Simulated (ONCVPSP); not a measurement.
# titanium (Ti): one change to an ONCV potential, before and after

* Element: titanium (Ti)
* Generator: ONCVPSP 4.0.1
* Type: optimised norm-conserving Vanderbilt (ONCV)
* Functional: LDA (Perdew-Wang 92)
* Relativity: scalar-relativistic
* Frozen core: [Ar]
* Valence charge: 4
* Reference configuration: 3d2 4s2
* Partial waves: 4s: rc 2.80 bohr, ncon 3, nbas 7, qcut 2.1 1/bohr, 2 projectors, debl 2.8 Ha; p scattering state at 0.15 Ha: rc 2.45 bohr, ncon 3, nbas 7, qcut 4 1/bohr, 2 projectors, debl 1.7 Ha; 3d: rc 2.00 bohr, ncon 5, nbas 9, qcut 6.6 1/bohr, 2 projectors, debl 3.1 Ha
* Local potential: polynomial inside 1.40 bohr (lpopt 5, dvloc0 2 Ha)
* Core correction: Teter function fitted to the true core (icmod 2), fcfact 0.45

All-electron outer shells of the reference configuration (LDA (PZ), scalar-relativistic, ld1.x):

```tsv
shell	level (eV)	outermost node (bohr)	outermost maximum (bohr)
3p	-38.78	0.37	0.90
4s	-4.60	1.25	2.88
3d	-4.46	–	0.97
```

Change: s: debl 1.8.

Cutoffs: the cutoffs (Ha) at which the residual kinetic energy of the hardest occupied pseudo-wave falls to 1 and 0.1 mHa per electron; they do not see the model core or the augmentation charge, which bear on the density cutoff. Errors are all-electron minus pseudo energies relative to the spin-unpolarised reference configuration.

Question: What does the change do?

Answer: The potential gets neither clearly harder nor softer (21 Ha and 63 Ha → 21 Ha and 63 Ha); the lowest positive-energy flag moves from s at 46.9 eV to s at 28.1 eV; of the 4 tests that both files solve, the error grows in 0 and shrinks in 1 by more than 15 % and 0.3 meV (median size 10.5 → 10.5 meV); neither file shows a bound ghost.

```tsv
quantity	base	changed
cutoff, loose	21 Ha	21 Ha
cutoff, tight	63 Ha	63 Ha
bound ghosts	none	none
GHOST(+) flags under 300 eV	s at 46.9 eV, p at 70.0 eV	s at 28.1 eV, p at 70.0 eV
error for 3d2 4s1, meV [ΔE 7.53 eV]	+0.6	+0.1
error for 3d2 4s0, meV [ΔE 21.32 eV]	-6.6	-6.6
error for 3d1 4s0, meV [ΔE 48.52 eV]	-243	-243
error for 3d2.5 4s1.5, meV [ΔE 0.32 eV]	-14	-15
s: phases at 2.84 bohr within 0.05 rad from the reference energy up to (Ha; the scan ends near 5)	1.2	1.0
p: phases at 2.49 bohr within 0.05 rad from the reference energy up to (Ha; the scan ends near 5)	2.4	2.4
d: phases at 2.03 bohr within 0.05 rad from the reference energy up to (Ha; the scan ends near 5)	to the end of the scan	to the end of the scan
rms error of d²Exc/dni dnj with the model core, mHa	8.91	8.91
```

Base: The cutoffs count occupied waves only; projector 2 of the d channel, the hardest unoccupied one, needs 66 Ha at the loose tolerance. Changed file: The cutoffs count occupied waves only; projector 2 of the d channel, the hardest unoccupied one, needs 66 Ha at the loose tolerance.
